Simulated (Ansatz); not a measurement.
`CO[SiH2][Si](O)(O)F`, charge 0, multiplicity 1.

**Question.** Give a relaxed structure at PBE0-D4/def2-TZVP (Ansatz 0.2.0). (An estimate is asked.)

**Answer.** Ansatz gave: 
```xyz
14

C    -1.800    1.032   -1.733
O    -0.986    0.700   -0.630
Si    0.008   -0.618   -0.631
Si    1.003   -0.558    1.480
O     1.603    0.910    1.880
O     2.231   -1.621    1.518
F    -0.103   -0.942    2.571
H    -2.367    1.930   -1.484
H    -1.197    1.235   -2.626
H    -2.506    0.226   -1.964
H    -0.771   -1.868   -0.871
H     1.020   -0.510   -1.722
H     0.979    1.629    1.996
H     2.886   -1.545    2.215
```
This is one stationary point; other conformers may exist.
